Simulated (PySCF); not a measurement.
Job file and geometry (Å, from GFN2-xTB) of an NMR shielding run on `[C@]1(C#C)(C(=O)[O-])C[C@H]1F`, [C6H4FO2]-, GIAO PBE0/pcSseg-1 NMR shielding, non-relativistic, gas phase (PySCF); density fitting, a coarse starting grid and PySCF grid level 2 are the driver's defaults:

```
$ OMP_NUM_THREADS=1 python probes_run.py task.json out

{"job": {"kind": "nmr", "xc": "PBE0", "basis": "pcSseg-1"}, "charge": -1, "multiplicity": 1}
C      2.495498    -0.640519    -0.523434
C      1.368971    -0.284794    -0.310045
C      0.045557     0.164708    -0.074545
C     -0.287606     1.712228    -0.411840
O     -1.459260     2.008710    -0.170103
O      0.642287     2.375314    -0.856058
C     -1.105122    -0.797158    -0.297460
C     -0.734865    -0.379782     1.081387
F     -0.193605    -1.331046     1.924237
H      3.486675    -0.925379    -0.714956
H     -0.874734    -1.812240    -0.592861
H     -2.011433    -0.379339    -0.712429
H     -1.376750     0.289783     1.640381
```

Problem. Write the output of this run.

Solution. 
```
coarse grid: 12256 points
cycle   1  E = -480.3914945602  dE =  1.656e+00  |g| = 1.158e+00  |ddm| = 3.729e+00
cycle   2  E = -479.9911355719  dE =  4.004e-01  |g| = 1.891e+00  |ddm| = 4.301e+00
cycle   3  E = -480.6343083221  dE = -6.432e-01  |g| = 2.023e-01  |ddm| = 3.341e+00
cycle   4  E = -480.6416043157  dE = -7.296e-03  |g| = 1.079e-01  |ddm| = 3.757e-01
cycle   5  E = -480.6436872532  dE = -2.083e-03  |g| = 5.498e-02  |ddm| = 1.146e-01
cycle   6  E = -480.6443905478  dE = -7.033e-04  |g| = 6.908e-03  |ddm| = 4.696e-02
cycle   7  E = -480.6443999475  dE = -9.400e-06  |g| = 2.646e-03  |ddm| = 8.524e-03
final grid: 122760 points
cycle   8  E = -480.7273318493  dE = -2.516e-05  |g| = 1.289e-02  |ddm| = 6.067e-02
cycle   9  E = -480.7272790735  dE =  5.278e-05  |g| = 2.142e-02  |ddm| = 4.099e-02
cycle  10  E = -480.7273618009  dE = -8.273e-05  |g| = 2.008e-03  |ddm| = 2.632e-02
cycle  11  E = -480.7273626089  dE = -8.080e-07  |g| = 5.914e-04  |ddm| = 2.135e-03
cycle  12  E = -480.7273626754  dE = -6.656e-08  |g| = 1.734e-04  |ddm| = 5.946e-04
cycle  13  E = -480.7273626823  dE = -6.903e-09  |g| = 4.401e-05  |ddm| = 2.100e-04
cycle  14  E = -480.7273626826  dE = -3.213e-10  |g| = 2.306e-05  |ddm| = 5.630e-05
converged SCF energy = -480.7273626826

GIAO shielding tensors (ppm)
atom      isotropic    diamagn.    paramagn.     s11        s22        s33       span
  0 C      119.712     260.594    -140.882     50.377     57.057    251.703    201.327
  1 C       90.565     249.177    -158.613    -17.072     -4.551    293.316    310.388
  2 C      162.540     260.168     -97.628    130.679    140.273    216.668     85.989
  3 C       22.720     237.520    -214.800    -69.799     52.866     85.092    154.891
  4 O       42.039     406.148    -364.109   -136.337     15.512    246.942    383.279
  5 O       -8.775     403.833    -412.607   -222.033    -45.569    241.278    463.312
  6 C      164.881     252.417     -87.536    139.034    155.321    200.288     61.254
  7 C      102.610     245.201    -142.591     46.656     76.982    184.192    137.537
  8 F      415.008     472.479     -57.472    377.137    405.768    462.118     84.981
  9 H       30.759      35.503      -4.744     25.536     25.611     41.129     15.593
 10 H       31.373      31.581      -0.208     26.280     29.649     38.191     11.911
 11 H       30.653      31.146      -0.493     24.855     28.194     38.909     14.054
 12 H       27.085      30.701      -3.616     21.573     27.497     32.185     10.612
```

Problem. Turn these shieldings into chemical shifts. δ = σ(ref) − σ, references computed at the same level: ¹³C (σref 186.93), ¹H (σref 31.72) against TMS; ¹⁷O (σref 336.08) against H2O; CFCl3 for ¹⁹F (σref 170.95).

Solution. Averaging equivalent atoms: C 3: 164.2; C 1: 96.4; C 7: 84.3; C 0: 67.2; C 2: 24.4; C 6: 22.0; O 5: 344.9; O 4: 294.0; F 8: -244.1; H 12: 4.63; H 11: 1.06; H 9: 0.96; H 10: 0.34 ppm. Unscaled 19F shifts against computed CFCl3 carry errors that often reach 10 to 50 ppm. Unscaled 17O shifts of doubly bonded oxygen tend to come out too high, by tens of ppm or more. Experimental scales use liquid or dissolved standards, which lie at an offset from isolated H2O (liquid H2O: subtract about 36 ppm).

Size and cost of the density-fitted run: 173 basis functions, about 60 core-seconds.
